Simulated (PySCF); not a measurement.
Compound: C3HF2NS.
Structure used (GFN2-xTB), in Å, numbered top down from 1:
```
atom  x, y, z in Å
F1    -1.3750    1.8086    0.4273
C2    -0.5564    0.7665    0.3958
N3     0.7703    0.9563    0.2795
C4     1.4058   -0.1571    0.2658
S5     0.4273   -1.5828    0.3962
C6    -0.9505   -0.5415    0.4737
F7    -2.1834   -1.0140    0.5917
H8     2.4710   -0.2266    0.1802
```

Definitions: NICS(0) = −σiso at the ring centroid; NICS(1) = −σiso and NICS(1)zz = −σzz at ±1 Å along the ring normal z. Level: GIAO PBE0/pcSseg-1 (PySCF, non-relativistic, gas phase) on the GFN2-xTB geometry, one conformer.

Ring bond lengths (Å), with Mayer bond orders in brackets: C2–N3 1.345 (1.29), N3–C4 1.282 (1.64), C4–S5 1.734 (1.14), S5–C6 1.729 (1.14), C6–C2 1.368 (1.47).

Task: What do the NICS probes read (ppm)?

Result: 
| ring | type | NICS(0) | NICS(1), two faces | NICS(1)zz, two faces | rms pucker (Å) | centre to ring atoms, mean (Å) |
| --- | --- | --- | --- | --- | --- | --- |
| C2–N3–C4–S5–C6 | 5-membered ring with N and S; formal bonds all aromatic | -13.0 | -10.2 / -10.2 | -22.0 / -22.0 | 0.00 | 1.26 |

Task: What can be read from them?

Result: 
- C2–N3–C4–S5–C6: mean NICS(1)zz -22.0 ppm, shielded. For a flat ring without four-coordinate atoms the NICS criterion counts such a value as aromatic.

Task: How equal are the bonds by HOMA? HOMA takes Krygowski's 1993 parameters.

Result: 
- C2–N3–C4–S5–C6: HOMA 0.82; the largest term is that of C4–S5, α(R − Ropt)² = 0.31. The geometric and the magnetic index point the same way.
